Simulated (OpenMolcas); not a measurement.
Au3+ (d8) among equal point charges was computed by CASSCF with the d shell active (OpenMolcas, ANO-RCC-VDZP on the metal). Its lowest spin-free states, and all those of the highest spin:

```tsv
2S+1	Degeneracy	E (cm-1)
3	3	0.0
3	3	3140
3	1	6826
1	3	13239
1	2	13769
3	3	16234
1	3	20077
1	3	21540
1	1	21909
1	2	22830
1	1	49175
```

Problem. Is the site octahedral, tetrahedral or cube-like, axial, or of lower symmetry?

Solution. The states with 2S+1 = 3 have orbital degeneracies 3, 3, 1, 3. Threefold states need a cubic site. For d8 at this spin an octahedron puts the single A2 below the threefold T2 and a tetrahedron or cube puts the threefold T1 below the threefold T2, so the site is a tetrahedron or a cube, which this pattern cannot tell apart. The run had Au3+ among 4 point charges of -1.3 e arranged as a tetrahedron (Td), 1.79 Å from the ion.

An orbital triplet at a regular site is open to Jahn-Teller coupling, which can distort the site and quench the lowest spin-orbit gaps and is left out. Without dynamic correlation the repulsion within the d shell is too large (B by tens of per cent), so at a given field states of lower spin stand too high. Real 4d8 and 5d8 ions are as a rule square planar and diamagnetic. Point charges carry no covalency, so the field is a model and not that of real ligands. No measured value stands beside these numbers.
